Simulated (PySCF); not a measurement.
[SbF2]+: PBE0 against HF

Base calculation in PySCF with density fitting and no spin–orbit coupling, PBE0/def2-TZVP (scalar-relativistic core potentials): singlet, C2v, Sb–F 1.838 Å (×2); F–Sb–F 95.8°; wavenumbers 228, 731, 743 cm⁻¹; dipole moment about the centre of mass 3.62 D, gap between the highest occupied and lowest empty levels 6.45 eV, polar-tensor charge of Sb 1.94 e.

Problem. What changes on going to HF/def2-TZVP (scalar-relativistic core potentials)?

Solution. The point group stays the same. Changes: mean bond to Sb -0.032 Å, smallest bond angle -1.0 degrees, highest wavenumber +70 cm⁻¹, lowest wavenumber +35 cm⁻¹, dipole moment about the centre of mass +0.35 D, gap between the highest occupied and lowest empty levels +6.35 eV, polar-tensor charge of Sb +0.22 e. The new structure has Sb–F 1.806 Å (×2); F–Sb–F 94.8°, with wavenumbers 263, 793, 813 cm⁻¹.

Only the bonding shown was studied: isomers, or loss of a ligand pair, can lie lower.
